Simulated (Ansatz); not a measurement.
A made-up structure of CH3OSe (charge +1), closed shell:

C1  (-0.296, -0.034, -0.476)
O2  (-0.002, 0.067, 0.949)
Se3  (1.035, -1.304, 0.040)
H4  (-1.303, -0.408, -0.618)
H5  (0.018, 0.830, -1.053)
H6  (-0.987, 0.215, -1.240)
(Å)

It is relaxed with PBE-D4/def2-SVP and then PBE0-D4/def2-TZVP (Ansatz 0.2.0). Atoms count as bonded within 1.22 times the sum of their covalent radii (H–H: 0.88 Å). The end point is not checked to be a true minimum.

(1) Does its bonding change? (A judgement: the text doesn't fix the answer.)

Answers

(1) Computed: Yes. Formed: Se3–H4; broken: C1–H4.

Where it ends: The first stage lowers the energy by 4.08 eV in 19 steps. It ends as CH₃OSe ([CH2]1[O][SeH]1), total charge +1:
```
atom    x (Å)    y (Å)    z (Å)
  C1  -0.2832   0.5614  -0.5407
  O2  -0.0316   0.1119   0.7313
 Se3   0.4958  -1.2256  -0.3719
  H4  -0.8111  -1.9320  -0.3860
  H5   0.4172   1.2820  -0.9614
  H6  -1.3219   0.5692  -0.8694
```

Labels in which every atom is bracketed show which atoms are joined, not bond orders.

For scale, one of the runs: PBE0-D4/def2-TZVP relaxation, 128 basis functions, launched by `ansatz run in.yaml --threads 2 --pin off --events-out ev --progress --plain --max-ram 4352MiB`. The run took about 10 s on 2 CPU threads of an AMD EPYC 9R45 (shared host).
